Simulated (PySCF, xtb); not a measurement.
Sn(Cl)(Br)(OH)2 (BrClH2O2Sn), SMILES [Cl][Sn]([OH])([OH])[Br].

GFN2-xTB in xtb 6.7.1 at its own geometry gives an orbital gap of 2.75 eV and a dipole moment of 3.42 D.

Geometry optimised at PBE0-D3(BJ)/def2-SVP. The structure was generated by enumeration; whether it is a known compound was not checked. The def2 effective core potentials stand for the cores of Sn; spin–orbit coupling is left out. One conformer was computed; it need not be the lowest.

**Question.** What does PySCF with PBE/def2-TZVP give? (Estimate from the structure and the level; the computed values follow.)

**Answer.** gap 3.98 eV (levels -7.62 and -3.64 eV), dipole 1.60 D.
